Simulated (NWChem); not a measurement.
**Atomisation of H2B3O3**

SMILES: [B]1OBOBO1
```xyz
8

B      0.0000     0.0000    -1.4188
O     -1.1870     0.0000    -0.7501
B     -1.1944     0.0000     0.6262
O      0.0000     0.0000     1.2975
B      1.1944     0.0000     0.6262
O      1.1870     0.0000    -0.7501
H     -2.2340     0.0000     1.2271
H      2.2340     0.0000     1.2271
```
Charge 0, spin multiplicity 2.

Program: NWChem. All single points use one geometry, from UPBE0/def2-SVP, a minimum by its harmonic frequencies. It is one conformer; others weren't searched.

Basis set: def2-TZVP. The atomisation energy is electronic alone: no zero-point, thermal, spin-orbit or counterpoise terms. No value is extrapolated to the basis-set limit. Free atoms are single determinants with multiplicities B 2, O 3, H 2.

The structure started from a generated list of species. The unpaired electrons of the parent sit in orbitals of symmetry a1 (C2v labels of the run); other states weren't searched. No SCF solution was tested for a lower state.

**Question.** For the atomisation energy, LDA (SVWN5) gives 1085.4 kcal/mol and BHandHLYP gives 897.6 kcal/mol. What do PBE0, BP86, PBE give?

**Answer.** PBE0: 935.5 kcal/mol; BP86: 954.2 kcal/mol; PBE: 957.9 kcal/mol.
